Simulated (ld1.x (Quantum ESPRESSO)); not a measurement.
# What one change does to a pseudopotential (zirconium (Zr), TM)

ld1.x (Quantum ESPRESSO) 7.5 input, shortened:

```
&input
   title='Zr', zed=40., rel=1, dft='PZ', iswitch=3,
   config='[Kr] 4d2 5s1.5 5p0'
 /
 &inputp
   pseudotype=2, tm=.true., lloc=0,
   nlcc=.false.
 /
3
4P  2  1   6.00   0.00  2.20  2.20  0.0
4D  3  2   2.00   0.00  2.05  2.05  0.0
5S  1  0   1.50   0.00  3.05  3.05  0.0
 &test
   configts(1)='4p6 4d2 5s1.5 5p0'
 /
```

All-electron outer shells of the reference configuration (LDA (PZ), scalar-relativistic, ld1.x):

```csv
shell,level (eV),outermost node (bohr),outermost maximum (bohr)
4s,-57.74,0.55,1.08
4p,-35.72,0.56,1.17
5s,-7.32,1.46,3.04
4d,-6.83,0.58,1.61
5p,-3.90,1.69,3.85
```

Change: wave 4d (bound): rc 2.05 bohr becomes 4d (bound): rc 1.44 bohr.

Cutoffs: the cutoffs (Ry, on a coarse ladder) from which the occupation-weighted sum of valence levels, in a spherical-Bessel basis at the reference potential, stays within 10 and 1 mRy of its value at 400 Ry; they do not see the model core or the augmentation charge, which bear on the density cutoff. Errors are all-electron minus pseudo energies relative to the spin-unpolarised reference configuration.

Question: How do hardness, ghosts and transferability respond?

Answer: The potential gets harder (30 Ry and 40 Ry → 35 Ry and 50 Ry); of the 9 tests that both files solve, the error grows in 0 and shrinks in 1 by more than 15 % and 0.3 meV (median size 47.9 → 37.6 meV); neither file shows a bound ghost at the reference potential, the only one tested. A smaller radius makes the pseudo-wave follow the all-electron one further in, where it bends more sharply, so more plane waves are needed.

| quantity | base | changed |
| --- | --- | --- |
| cutoff, loose | 30 Ry | 35 Ry |
| cutoff, tight | 40 Ry | 50 Ry |
| loose cutoff by channel (10 mRy a level) | p 18 Ry, d 25 Ry, s 6 Ry | p 18 Ry, d 30 Ry, s 6 Ry |
| bound ghosts | none | none |
| error for 4p6 4d2 5s2 5p0, meV [ΔE -2.97 eV] | +0.2 | +0.1 |
| error for 4p6 4d2 5s1 5p0, meV [ΔE 4.38 eV] | -1.0 | -1.1 |
| error for 4p6 4d2 5s0 5p0, meV [ΔE 17.62 eV] | -12 | -12 |
| error for 4p6 4d0 5s0 5p0, meV [ΔE 74.82 eV] | +48 | +38 |
| error for 4p6 4d2 5s0 5p1, meV [ΔE 8.19 eV] | -849 | -849 |
| error for 4p6 4d3 5s0 5p0, meV [ΔE 4.84 eV] | -73 | -75 |
| error for 4p6 4d3 5s1 5p0, meV [ΔE -1.75 eV] | -36 | -37 |
| error for 4p6 4d2 5s1.5 5p0 (spin-polarised), meV [ΔE -0.70 eV] | +78 | +76 |
| error for 4p6 4d2 5s2 5p0 (spin-polarised), meV [ΔE -3.45 eV] | +63 | +60 |
| s: phases at 3.29 bohr within 0.05 rad from the reference energy up to (Ry; the scan ends near 5) | 1.4 | 1.4 |
| p: phases at 3.29 bohr within 0.05 rad from the reference energy up to (Ry; the scan ends near 5) | -0.9 | -0.9 |
| d: phases at 3.29 bohr within 0.05 rad from the reference energy up to (Ry; the scan ends near 5) | 0.4 | 0.4 |

Base: These tests converged, but a pseudo level misses the all-electron one widely, so the file describes the atom poorly there or has found another state: 4p6 4d0 5s0 5p0: empty 5p by 3.2 eV. Changed file: These tests converged, but a pseudo level misses the all-electron one widely, so the file describes the atom poorly there or has found another state: 4p6 4d0 5s0 5p0: empty 5p by 3.2 eV.
